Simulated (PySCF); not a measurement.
H4N2Se, SMILES N[Se]N.

Geometry: B3LYP-D3(BJ)/def2-TZVP. Other conformers were not sampled.

Level of theory: ωB97X/def2-TZVPD in PySCF.

Isolated molecule, no solvent.

Q: Estimate the frontier levels, gap, dipole moment and polarisability. (An estimate is asked for; the answer gives what the named calculation found.)

A: 
The highest occupied level is -8.84 eV. The lowest empty level comes out as 1.38 eV. The orbital gap comes out as 10.22 eV and the dipole moment comes out as 2.74 D. The quadrupole, principal values (traceless, Buckingham form, about the centre of nuclear charge) comes out as -5.32, 0.92, 4.40 D·Å and the mean static polarisability is 48.9 bohr³ (7.25 Å³). The polarisability, principal values is 42.3, 46.0, 58.4 bohr³.
